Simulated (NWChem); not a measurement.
# C4H4ClF; SMILES C(=C=C(F)Cl)C

Results from NWChem. Pople sets run with spherical d functions. Structure relaxed at the PBE0/def2-SVP level. Level: M06-2X/6-31G* with SMD (1 M gas to 1 M solution), gas-phase geometry.

For solvent methanol:

```yaml
solvation free energy (kcal/mol): -3.0
cavity-dispersion-structure term (kcal/mol): -0.1
```

**Question.** What are these values for solvent ethylene glycol?

**Answer.** The solvation free energy (kcal/mol) is -0.5 and the cavity-dispersion-structure term (kcal/mol) is 2.4.
